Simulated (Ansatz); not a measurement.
Harmonic frequencies (cm⁻¹) at PBE0-D4/def2-TZVP from Ansatz: 119, 143, 296, 507, 587, 626, 780, 849, 1239, 1437, 1446, 2060, 3059, 3153, 3172.

(1) Which molecule is it?
A. `[CH3][GeH][Br]`•
B. `F[Si]([SiH3])Cl`•
C. `[SiH3]O[B]Cl`•
D. `CB([O])F`•

Results:

(1) A.
